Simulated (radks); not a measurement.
All-electron calculation, scalar-relativistic Kohn-Sham, PBE, spin-polarised, spherical densities, finite nucleus; open shells are filled with parallel spins first (spin-orbit coupling, left out, can overturn this in heavy ions); Fermi nuclear charge, rms radius of each element as measured or else 0.836 A^(1/3) + 0.57 fm. Program: a radial shooting solver on a logarithmic mesh with Libxc functionals. Response by self-consistent Sternheimer equations with the Hartree and adiabatic LDA kernel, the relativistic mass of each level held fixed and spin-orbit coupling left out. Rank Ge, Rb5+, As+, Kr4+, Br3+, Zr8+, Sr6+, Se2+ (NIST ground configurations) by static dipole polarisability, largest first.

Answer. Ge 45.60, As+ 16.65, Se2+ 9.178, Br3+ 5.916, Kr4+ 4.147, Rb5+ 3.065, Sr6+ 2.351, Zr8+ 1.492 bohr^3.
